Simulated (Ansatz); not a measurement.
Molecular dynamics of AlClH₄OSi

Input:

```yaml
crystal:
  periodic: [false, false, false]
  atoms:
    - { symbol: Al, position_ang: [0.46768, 0.078147, -0.735868] }
    - { symbol: O, position_ang: [0.329709, -0.143042, 1.096625] }
    - { symbol: Si, position_ang: [-0.183244, -0.406153, 2.697963] }
    - { symbol: H, position_ang: [-1.599125, -0.866039, 2.668638] }
    - { symbol: H, position_ang: [0.687513, -1.443835, 3.315679] }
    - { symbol: H, position_ang: [-0.067148, 0.865572, 3.463867] }
    - { symbol: H, position_ang: [1.509815, 0.195645, 0.623552] }
    - { symbol: Cl, position_ang: [-1.381601, -0.260992, -1.736156] }
basis:
  gaussian: { orbitals: def2-SVP }
hamiltonian:
  xc: r2scan
md:
  timestep: 0.5
  n_steps: 200
  ensemble: nve
  temperature: 300.0
  initial_velocities: maxwell_boltzmann
  seed: 10879
```

Run as:

```bash
$ ansatz run input.yaml --threads 2 --pin off --max-ram 3072MiB --backend cpu --events-out ev --progress --plain --runs-dir out
```

It starts at the highest image of a converged band. Of that band: Neighbouring images differ by up to 2.0 eV, so the band resolves the path poorly. A vibrational analysis at the climbing image gives one clearly imaginary mode, 1366i cm⁻¹: a first-order saddle point.

Output, in part (one step line in 7, the closing report, with atoms numbered from 0):

```
md step     0: t =     0.00 fs  T =   300.0 K  F+E_penalty+E_count = -29097.26425666 eV  E_kin = 0.232668 eV  conserved = -29097.03158866 eV  (27 SCF iters)
md step     7: t =     3.50 fs  T =   190.3 K  F+E_penalty+E_count = -29097.17842301 eV  E_kin = 0.147558 eV  conserved = -29097.03086543 eV  (30 SCF iters)
md step    14: t =     7.00 fs  T =   303.5 K  F+E_penalty+E_count = -29097.26658681 eV  E_kin = 0.235369 eV  conserved = -29097.03121754 eV  (30 SCF iters)
md step    21: t =    10.50 fs  T =   505.9 K  F+E_penalty+E_count = -29097.42363951 eV  E_kin = 0.392391 eV  conserved = -29097.03124821 eV  (30 SCF iters)
md step    28: t =    14.00 fs  T =   661.0 K  F+E_penalty+E_count = -29097.54449396 eV  E_kin = 0.512640 eV  conserved = -29097.03185395 eV  (30 SCF iters)
md step    35: t =    17.50 fs  T =   581.7 K  F+E_penalty+E_count = -29097.48251350 eV  E_kin = 0.451165 eV  conserved = -29097.03134800 eV  (30 SCF iters)
md step    42: t =    21.00 fs  T =   673.3 K  F+E_penalty+E_count = -29097.55337918 eV  E_kin = 0.522166 eV  conserved = -29097.03121313 eV  (29 SCF iters)
md step    49: t =    24.50 fs  T =   849.9 K  F+E_penalty+E_count = -29097.69059763 eV  E_kin = 0.659160 eV  conserved = -29097.03143750 eV  (30 SCF iters)
md step    56: t =    28.00 fs  T =   947.4 K  F+E_penalty+E_count = -29097.76643879 eV  E_kin = 0.734743 eV  conserved = -29097.03169530 eV  (27 SCF iters)
md step    63: t =    31.50 fs  T =   962.2 K  F+E_penalty+E_count = -29097.77785535 eV  E_kin = 0.746256 eV  conserved = -29097.03159897 eV  (30 SCF iters)
md step    70: t =    35.00 fs  T =   919.1 K  F+E_penalty+E_count = -29097.74380516 eV  E_kin = 0.712782 eV  conserved = -29097.03102276 eV  (31 SCF iters)
md step    77: t =    38.50 fs  T =  1002.1 K  F+E_penalty+E_count = -29097.80861672 eV  E_kin = 0.777165 eV  conserved = -29097.03145211 eV  (30 SCF iters)
md step    84: t =    42.00 fs  T =   920.3 K  F+E_penalty+E_count = -29097.74494197 eV  E_kin = 0.713729 eV  conserved = -29097.03121258 eV  (29 SCF iters)
md step    91: t =    45.50 fs  T =   944.8 K  F+E_penalty+E_count = -29097.76454699 eV  E_kin = 0.732711 eV  conserved = -29097.03183559 eV  (31 SCF iters)
md step    98: t =    49.00 fs  T =   870.8 K  F+E_penalty+E_count = -29097.70646098 eV  E_kin = 0.675378 eV  conserved = -29097.03108316 eV  (30 SCF iters)
md step   105: t =    52.50 fs  T =   931.6 K  F+E_penalty+E_count = -29097.75374514 eV  E_kin = 0.722493 eV  conserved = -29097.03125224 eV  (30 SCF iters)
md step   112: t =    56.00 fs  T =   954.4 K  F+E_penalty+E_count = -29097.77133520 eV  E_kin = 0.740165 eV  conserved = -29097.03117001 eV  (28 SCF iters)
md step   119: t =    59.50 fs  T =   943.0 K  F+E_penalty+E_count = -29097.76311689 eV  E_kin = 0.731386 eV  conserved = -29097.03173072 eV  (29 SCF iters)
md step   126: t =    63.00 fs  T =   821.7 K  F+E_penalty+E_count = -29097.66868261 eV  E_kin = 0.637266 eV  conserved = -29097.03141639 eV  (28 SCF iters)
md step   133: t =    66.50 fs  T =   839.9 K  F+E_penalty+E_count = -29097.68275476 eV  E_kin = 0.651386 eV  conserved = -29097.03136830 eV  (30 SCF iters)
md step   140: t =    70.00 fs  T =   897.7 K  F+E_penalty+E_count = -29097.72743007 eV  E_kin = 0.696250 eV  conserved = -29097.03118029 eV  (30 SCF iters)
md step   147: t =    73.50 fs  T =   872.6 K  F+E_penalty+E_count = -29097.70785319 eV  E_kin = 0.676719 eV  conserved = -29097.03113410 eV  (29 SCF iters)
md step   154: t =    77.00 fs  T =   772.7 K  F+E_penalty+E_count = -29097.63042069 eV  E_kin = 0.599314 eV  conserved = -29097.03110676 eV  (29 SCF iters)
md step   161: t =    80.50 fs  T =   825.6 K  F+E_penalty+E_count = -29097.67182734 eV  E_kin = 0.640274 eV  conserved = -29097.03155381 eV  (28 SCF iters)
md step   168: t =    84.00 fs  T =   923.9 K  F+E_penalty+E_count = -29097.74841615 eV  E_kin = 0.716536 eV  conserved = -29097.03187984 eV  (29 SCF iters)
md step   175: t =    87.50 fs  T =   834.8 K  F+E_penalty+E_count = -29097.67872808 eV  E_kin = 0.647421 eV  conserved = -29097.03130738 eV  (29 SCF iters)
md step   182: t =    91.00 fs  T =   683.9 K  F+E_penalty+E_count = -29097.56136963 eV  E_kin = 0.530385 eV  conserved = -29097.03098464 eV  (29 SCF iters)
md step   189: t =    94.50 fs  T =   605.6 K  F+E_penalty+E_count = -29097.50059624 eV  E_kin = 0.469689 eV  conserved = -29097.03090676 eV  (27 SCF iters)
md step   196: t =    98.00 fs  T =   795.7 K  F+E_penalty+E_count = -29097.64897607 eV  E_kin = 0.617144 eV  conserved = -29097.03183194 eV  (28 SCF iters)
md step   200: t =   100.00 fs  T =   843.4 K  F+E_penalty+E_count = -29097.68518646 eV  E_kin = 0.654086 eV  conserved = -29097.03110005 eV  (27 SCF iters)
Total energy: -29097.68519905 eV, -1069.3202079455 hartree
Atom 0 at     0.598719     0.282087    -1.793733 Å, force     0.396102     0.075644     0.089546 eV/Å
Atom 1 at     0.854582    -0.357649     1.899480 Å, force    -1.427020    -0.600636    -0.446493 eV/Å
Atom 2 at    -0.497304    -0.458936     2.923258 Å, force     1.595846     0.030995    -1.298116 eV/Å
Atom 3 at    -1.421335    -1.135880     1.984896 Å, force    -0.435768    -0.036329     0.403294 eV/Å
Atom 4 at    -0.069253    -1.163628     4.131380 Å, force    -0.225118    -0.588962     0.520829 eV/Å
Atom 5 at    -0.842891     0.884598     3.378461 Å, force    -0.586198     0.577683     0.107461 eV/Å
Atom 6 at     1.629370     0.083622     2.195732 Å, force     1.069255     0.645887     0.548490 eV/Å
Atom 7 at    -1.434285    -0.275193    -1.517853 Å, force    -0.387099    -0.104281     0.074990 eV/Å
Dipole moment:     0.231787     0.142143     0.305896 e Å
```

The run went to its last step. The conserved energy stayed within 0.11 meV per atom of its start (net change 0.061 meV per atom), so the integration is sound. The kinetic energy rose, since the run started high on the potential surface and went downhill. It ends in pieces (AlCl + H4OSi), so much of that is their flight and rotation, not heat. A run of 0.1 ps of so small a system gives no equilibrium averages. The orbitals stay closed-shell, which can raise the energy where a bond breaks towards radicals; this wasn't checked here.

Between its relaxed ends the band would form O2–H7 and break Al1–H7. These pairs go: O2–H7 1.32 → 0.94 Å, Al1–H7 1.72 → 4.13 Å. In the last frame they stand as after the step (other bonds may differ from the relaxed reactants and products). Also parted: Al1–O2 1.85 → 3.76 Å. It ends as AlCl + H4OSi. Pairs count as bonded within 1.25 times the sum of covalent radii (0.12 Å more for H–H).

Last frame:

```xyz
8
Properties=species:S:1:pos:R:3
Al 0.599 0.282 -1.794
O 0.855 -0.358 1.899
Si -0.497 -0.459 2.923
H -1.421 -1.136 1.985
H -0.069 -1.164 4.131
H -0.843 0.885 3.378
H 1.629 0.084 2.196
Cl -1.434 -0.275 -1.518
```

Run time: 4.5 min on 2 threads of Intel(R) Xeon(R) 6975P-C (Granite Rapids), on a shared host, peak memory 0.16 GiB.
